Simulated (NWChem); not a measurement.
**A calculation on silene (CH$_{4}$Si)**

```xyz
6

C      0.0000     0.0000    -1.1569
Si     0.0000     0.0000     0.5507
H      0.9266     0.0000    -1.7379
H     -0.9266     0.0000    -1.7379
H     -1.2496     0.0000     1.3539
H      1.2496     0.0000     1.3539
```
Charge 0, spin multiplicity 1.

All runs are NWChem calculations. Structure: optimised with PBE0/def2-SVP, a minimum by its harmonic frequencies.

The correlated methods keep 6 core orbitals frozen.

Worked example. A B2PLYP run in STO-3G ends its self-consistent part (53 % exact exchange, 47 % B88, 73 % LYP) at -325.81517 Ha, and second-order perturbation theory on those orbitals gives -0.15905 Ha unscaled.

The perturbative term enters with the weight 0.27: -325.81517 + 0.27·(-0.15905) = -325.85811 Ha is the total energy.
